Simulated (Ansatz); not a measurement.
System: BBr2, net charge 0, doublet state. It need not be the lowest isomer of its formula. 
Geometry from a B3LYP-D3(BJ)/def2-TZVP (Ansatz, a first-principles code) optimisation:
```xyz
3

B     -0.6400    -0.4659    -0.0426
Br    -0.7477     1.2069    -0.9132
Br     0.8392    -1.1404     0.9193
```
Charge 0, spin multiplicity 2.

Basis-set convergence of Hartree-Fock and CCSD correlation energies (hartree) with Ansatz. Correlated levels leave the core frozen unless marked. UHF or UKS for open shells. Spin-orbit coupling is left out. The frozen core is the preceding noble-gas configuration, with the filled d and f shells of earlier blocks. No relativistic terms.

```tsv
basis	functions	E(HF)	E(corr, CCSD)
cc-pVDZ	68	-5169.46714	-0.31384
cc-pVTZ	116	-5169.62433	-0.42159
cc-pVQZ	191	-5169.63152	-0.45924
```

Extrapolating the two largest sets (X = 3 and 4) as X^-3: E(corr) = (64·(-0.45924) - 27·(-0.42159))/37 = -0.4867 Eh, an estimate of the basis-set limit. The largest set recovers 94.4 % of it, the smallest 64.5 %.
